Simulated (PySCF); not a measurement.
## Orbital picture of SrF

PBE0 at R = 2.063 Å; basis Sr x2c-TZVPall, F x2c-TZVPall; spin-free X2C with a Gaussian nucleus; PySCF 2.14. State: ²Σ⁺ (doublet), unpaired electrons σ ↑. Only the outer orbitals are listed, counted within each symmetry.

```json
{"spin": "α", "orbital": "9σ", "occ.": "1", "ε (eV)": "-29.77", "on Sr (%)": "9", "main shells (%)": "90 F s"}
{"spin": "α", "orbital": "4π", "occ.": "1", "ε (eV)": "-24.25", "on Sr (%)": "100", "main shells (%)": "100 Sr p"}
{"spin": "α", "orbital": "4π", "occ.": "1", "ε (eV)": "-24.25", "on Sr (%)": "100", "main shells (%)": "100 Sr p"}
{"spin": "α", "orbital": "10σ", "occ.": "1", "ε (eV)": "-23.58", "on Sr (%)": "91", "main shells (%)": "90 Sr p"}
{"spin": "α", "orbital": "11σ", "occ.": "1", "ε (eV)": "-9.34", "on Sr (%)": "9", "main shells (%)": "90 F p"}
{"spin": "α", "orbital": "5π", "occ.": "1", "ε (eV)": "-9.27", "on Sr (%)": "5", "main shells (%)": "95 F p"}
{"spin": "α", "orbital": "5π", "occ.": "1", "ε (eV)": "-9.27", "on Sr (%)": "5", "main shells (%)": "95 F p"}
{"spin": "α", "orbital": "12σ", "occ.": "1", "ε (eV)": "-3.92", "on Sr (%)": "100", "main shells (%)": "86 Sr s, 11 Sr p"}
{"spin": "α", "orbital": "6π", "occ.": "0", "ε (eV)": "-1.08", "on Sr (%)": "100", "main shells (%)": "81 Sr p, 18 Sr d"}
{"spin": "α", "orbital": "6π", "occ.": "0", "ε (eV)": "-1.08", "on Sr (%)": "100", "main shells (%)": "81 Sr p, 18 Sr d"}
{"spin": "α", "orbital": "13σ", "occ.": "0", "ε (eV)": "-0.67", "on Sr (%)": "99", "main shells (%)": "55 Sr p, 41 Sr d"}
{"spin": "β", "orbital": "9σ", "occ.": "1", "ε (eV)": "-29.76", "on Sr (%)": "9", "main shells (%)": "91 F s"}
{"spin": "β", "orbital": "4π", "occ.": "1", "ε (eV)": "-24.14", "on Sr (%)": "100", "main shells (%)": "100 Sr p"}
{"spin": "β", "orbital": "4π", "occ.": "1", "ε (eV)": "-24.14", "on Sr (%)": "100", "main shells (%)": "100 Sr p"}
{"spin": "β", "orbital": "10σ", "occ.": "1", "ε (eV)": "-23.48", "on Sr (%)": "91", "main shells (%)": "90 Sr p"}
{"spin": "β", "orbital": "11σ", "occ.": "1", "ε (eV)": "-9.32", "on Sr (%)": "9", "main shells (%)": "90 F p"}
{"spin": "β", "orbital": "5π", "occ.": "1", "ε (eV)": "-9.28", "on Sr (%)": "5", "main shells (%)": "95 F p"}
{"spin": "β", "orbital": "5π", "occ.": "1", "ε (eV)": "-9.28", "on Sr (%)": "5", "main shells (%)": "95 F p"}
{"spin": "β", "orbital": "12σ", "occ.": "0", "ε (eV)": "-1.86", "on Sr (%)": "100", "main shells (%)": "91 Sr s"}
{"spin": "β", "orbital": "6π", "occ.": "0", "ε (eV)": "-0.04", "on Sr (%)": "100", "main shells (%)": "82 Sr p, 17 Sr d"}
{"spin": "β", "orbital": "6π", "occ.": "0", "ε (eV)": "-0.04", "on Sr (%)": "100", "main shells (%)": "82 Sr p, 17 Sr d"}
```

Which are the highest filled and the lowest empty level, where do they sit, and how wide is the gap?

Highest filled α 12σ at -3.92 eV (in %: 86 Sr s, 11 Sr p); lowest empty β 12σ at -1.86 eV (in %: 91 Sr s); the gap at PBE0 is 2.06 eV.

The bond order (Mayer) is 0.63 and the ⟨S²⟩ is 0.750. The charge on Sr (Mulliken, basis-dependent) is 0.65 and the charge on Sr (Löwdin, basis-dependent) is 0.51. The dipole moment (positive dipole means Sr(−)F(+)) is -3.25 D.

Spin–orbit coupling is left out. The state is the lowest determinant that a PBE0 search found; another state may lie lower at other levels.
